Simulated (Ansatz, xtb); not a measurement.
# C2H7GeN: 6 structures ranked

6 gas-phase structures of C2H7GeN, from a drawn sample of its isomers (lower ones may exist). Each was relaxed with GFN2-xTB:

A. `[H]/N=[CH]/[GeH2][CH3]`, a singlet
B. `C=[CH][GeH2][NH2]`, a singlet
C. `C/N=[CH]\[GeH3]`, a singlet
D. `C=[N][GeH2][CH3]`, a singlet
E. `C1[CH2][GeH2][NH]1`, a singlet
F. `[H]/N=[CH]\[GeH2][CH3]`, a singlet

Task: Make a reasoned guess at their ranking by r2SCAN-D4/def2-SVP single-point energy.

Result: Calculated order at r2SCAN-D4/def2-SVP: B (0.0), D (4.3), E (12.1), A (20.8), F (21.5), C (64.0) kJ/mol. Less than 1 kcal/mol parts A and F, so the order within that pair means little.

Energies above the lowest of each column, in kJ/mol; the last columns are at B3LYP-D3(BJ)/def2-SVP geometries and were run for some of them only (a dash: not run or not comparable):

| structure | GFN2-xTB | HF/STO-3G | r2SCAN-D4/def2-SVP | B3LYP-D3(BJ)/def2-SVP | CCSD(T)/def2-SVP + ΔMP2/def2-TZVPP |
| --- | --- | --- | --- | --- | --- |
| B | 34.5 | 74.1 | 0.0 | 1.2 | 0.0 |
| D | 18.7 | 32.0 | 4.3 | 0.0 | 11.5 |
| E | 0.0 | 0.0 | 12.1 | 23.3 | 33.6 |
| A | 65.4 | 62.9 | 20.8 | 22.0 | 31.4 |
| F | 63.8 | 67.1 | 21.5 | – | – |
| C | 28.4 | 93.9 | 64.0 | 55.5 | – |

CCSD(T)/def2-SVP + ΔMP2/def2-TZVPP puts B lowest of those it was run on; GFN2-xTB picks E, HF/STO-3G picks E. CCSD(T)/def2-SVP + ΔMP2/def2-TZVPP orders those it was run on as B (0.0), D (11.5), A (31.4), E (33.6) kJ/mol. Less than 1 kcal/mol parts A and E, so the order within that pair means little. Flexible structures stand in one conformer each, not always the lowest. A keeps a small imaginary mode. Frequencies (B3LYP-D3(BJ)/def2-SVP) were run for A, B, D, E alone. ΔMP2 is the change of the MP2 energy from the smaller to the larger basis.

Over these structures GFN2-xTB departs from r2SCAN-D4/def2-SVP by 25.8 kJ/mol on average once a common shift is removed. A GFN2-xTB relaxation took about 0.21 s and the r2SCAN-D4/def2-SVP energy about 2 s on a shared host (Ansatz 0.2.0, xtb 6.7.1).
